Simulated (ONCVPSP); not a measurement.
# Pseudopotential generation for Ga (Z = 31): ONCV, LDA (Perdew-Wang 92), fully relativistic.

gallium (Ga), optimised norm-conserving Vanderbilt (ONCV), made with ONCVPSP 4.0.1 (LDA (Perdew-Wang 92), fully relativistic). Core [Ne], reference 3s2 3p6 3d10 4s2 4p1. Waves: 3s+4s: rc 1.10 bohr, ncon 4, nbas 9, qcut 13.8 1/bohr, 2 projectors; 3p+4p: rc 1.10 bohr, ncon 3, nbas 8, qcut 11 1/bohr, 2 projectors; 3d: rc 1.35 bohr, ncon 4, nbas 8, qcut 11 1/bohr, 3 projectors, debl 2.3 Ha. Local part: polynomial inside 1.00 bohr (lpopt 5, dvloc0 6 Ha). Core correction: none.

Open shells are filled in proportion to 2j + 1.

What the tests gave:

* Cutoffs needed: 57 Ha and 68 Ha (the cutoffs (Ha) at which the residual kinetic energy of the hardest occupied pseudo-wave falls to 1 and 0.1 mHa per electron)
* Ghost test: no bound ghost flagged; no localised positive-energy state flagged
* Configuration tests: 1 of 4 tests not solved or not reliable

Generation and tests took about 8.1 s on one core of a shared server CPU.
